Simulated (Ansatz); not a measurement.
`[OH][InH][B](Cl)Cl` + HBr → `[OH][InH][Br]` + `ClBCl` at 500 K and 1 bar (cleavage of the In–B bond).

Program: Ansatz. Geometries: PBE0-D4/def2-TZVP. ΔE: electronic, gas phase. CBS: MP2 limit from def2 TZ/QZ plus the TZ coupled-cluster correction, frozen cores. This one scheme is used for every species. Elements past krypton have def2 core potentials. For Br, In outer-core shells are correlated without core-valence functions, which leaves a few kJ/mol of doubt a bond. Scalar relativity is left out up to krypton. One conformer a species, not always the lowest.

```json
{"species": "`[OH][InH][B](Cl)Cl`", "CCSD(T)/CBS energy (Eh)": "-1210.61969", "H − E (kJ/mol)": "114.1", "S (J/(mol·K))": "454.7"}
{"species": "HBr", "CCSD(T)/CBS energy (Eh)": "-2573.91920", "H − E (kJ/mol)": "30.5", "S (J/(mol·K))": "213.7"}
{"species": "`[OH][InH][Br]`", "CCSD(T)/CBS energy (Eh)": "-2839.57190", "H − E (kJ/mol)": "84.5", "S (J/(mol·K))": "367.3"}
{"species": "`ClBCl`", "CCSD(T)/CBS energy (Eh)": "-945.02167", "H − E (kJ/mol)": "62.1", "S (J/(mol·K))": "296.7"}
```

H − E and S are ideal-gas, rigid-rotor, harmonic terms from PBE0-D4/def2-TZVP, for one conformer and one mirror image of each species. 1 Eh = 2625.50 kJ/mol, R = 8.31446 J/(mol·K).

Task: By hand: ΔE, ΔH, ΔS and ΔG.

Result: ΔE = (-2839.57190) + (-945.02167) − (-1210.61969) − (-2573.91920) = -0.05468 Eh = -143.6 kJ/mol. Δ(H − E) = 84.5 + 62.1 − 114.1 − 30.5 = 2.0, so ΔH = -141.6 kJ/mol. ΔS = 367.3 + 296.7 − 454.7 − 213.7 = -4.4 J/(mol·K). ΔG = -141.6 − 500 × (-4.4)/1000 = -139.4 kJ/mol.

Task: By hand: the equilibrium constant, and the temperature at which ΔG would vanish if ΔH and ΔS stayed fixed.

Result: log₁₀ K = −ΔG/(RT ln 10) = 14.6. ΔG = 0 at ΔH/ΔS = 32182 K, far beyond where these terms or the molecules hold.

The number of gas molecules stays the same, so ΔS is small and ΔH decides. A doubt of 5 kJ/mol in ΔE shifts log₁₀ K by 0.5 here. Other conformers and mirror images would add mixing entropy, several J/(mol·K) or more a flexible species. Modes under 60 cm⁻¹, often nearly free rotors, make the harmonic entropy too high. These are equilibria of isolated gas molecules and say nothing of rates. Largest T1 diagnostic: 0.016 (customary marks: 0.02 for closed shells, 0.045 for open ones).
